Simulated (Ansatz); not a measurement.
Two isomers of CH6ClFSi2: A = `C[SiH2][SiH](F)Cl`, B = `C[Si](F)([SiH3])Cl`.

Calculated with Ansatz (gas phase, PBE0-D4/def2-TZVP geometries, no zero-point term in ΔE). CCSD(T)/CBS adds triple-zeta CCSD(T) − MP2 to the extrapolated MP2 energy (def2 sets, frozen cores). DFT in def2-TZVPP. B3LYP here is the variant with VWN-RPA as its local correlation; programs differ in this. Each species was taken in one conformer, which may not be the lowest.

Q: Which is lower in electronic energy at CCSD(T)/CBS, and by how much? (An estimate is asked.)

A: Ansatz gave: B, by 14.4 kJ/mol.

Q: Give E(B) − E(A) in kJ/mol with r2SCAN-D4, B3LYP-D4, B2PLYP, CCSD(T)/def2-TZVPP, MP2/def2-TZVPP, ωB97M-V, B3LYP. (An estimate is asked.)

A: Ansatz gave: r2SCAN-D4 -16.1, B3LYP-D4 -14.7, B2PLYP -13.9, CCSD(T)/def2-TZVPP -15.0, MP2/def2-TZVPP -14.5, ωB97M-V -15.3, B3LYP -13.3. None reverses the order clearly.

Largest T1 diagnostic: 0.011.
